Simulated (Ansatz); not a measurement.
def2 core potentials replace the inner electrons of Bi.

B3LYP has the VWN-RPA correlation part, as in Gaussian. 

CH2BiF3O2, SMILES `[OH][Bi]([OH])[C](F)(F)F` (H–O–Bi–O torsion 59°, O–Bi–O–H torsion -57°) (charge 0, multiplicity 1)

The numbers are results of B3LYP-D3(BJ)/def2-TZVP // PBE0-D3(BJ)/def2-SVP (Ansatz, a quantum-chemistry and plane-wave program), not measurements.

The HOMO is -8.07 eV and the dipole moment is 0.361 e·Å. The LUMO is -1.82 eV. The HOMO–LUMO gap is 6.25 eV and the vertical ionisation energy (Delta-SCF) is 10.29 eV. The total energy is -19163.65 eV.

```xyz
9

O     -1.7300     1.1655    -0.6443
Bi    -0.6689    -0.4940    -1.3227
O     -1.1400    -1.8636     0.1752
C      1.1875     0.2099    -0.0891
F      2.1313    -0.7281     0.0204
F      0.7777     0.5087     1.1620
F      1.7621     1.3078    -0.5869
H     -1.4360     1.4198     0.2412
H     -0.8836    -1.5260     1.0442
```
